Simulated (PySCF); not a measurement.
A GIAO shielding run with PySCF (density fitting, non-relativistic, gas phase) on `NC(=O)[Si@@H]1NC[Si@@H](O)N1`, C2H9N3O2Si2:

```
$ OMP_NUM_THREADS=1 python probes_run.py task.json out

{"job": {"kind": "nmr", "xc": "PBE0", "basis": "pcSseg-1"}, "charge": 0, "multiplicity": 1}
N      2.803807     0.571394     0.685642
C      2.060973    -0.121476     1.575060
O      2.491831    -0.419546     2.673585
Si     0.296384    -0.603858     1.026166
N      0.323896    -1.025831    -0.638672
C     -0.856138    -0.689500    -1.416215
Si    -1.631515     0.863154    -0.627823
O     -3.250763     0.833881    -0.496018
N     -0.779426     0.746709     0.866874
H      3.741703     0.859549     0.922019
H      2.428705     0.804067    -0.216041
H     -0.261908    -1.565423     1.989100
H      0.779246    -1.869849    -0.952481
H     -1.574663    -1.519480    -1.422668
H     -0.561437    -0.527295    -2.455871
H     -1.420683     2.106427    -1.354165
H     -3.705059     0.143435    -0.019165
H     -0.893711     1.419961     1.602362
```

Hardware: 1 thread of an Arm Neoverse N1, shared host. The job also computes population analyses, field gradients, ring-centre shieldings.

Task: How large is the calculation?

Result: 86 electrons, 212 basis functions and 1136 auxiliary functions.

Task: How long does it take, and how much memory does it need?

Result: 75 s of wall time, with 15 SCF cycles and 5 response iterations; peak memory 0.95 GiB. Times on a shared host scatter by some tens of per cent.
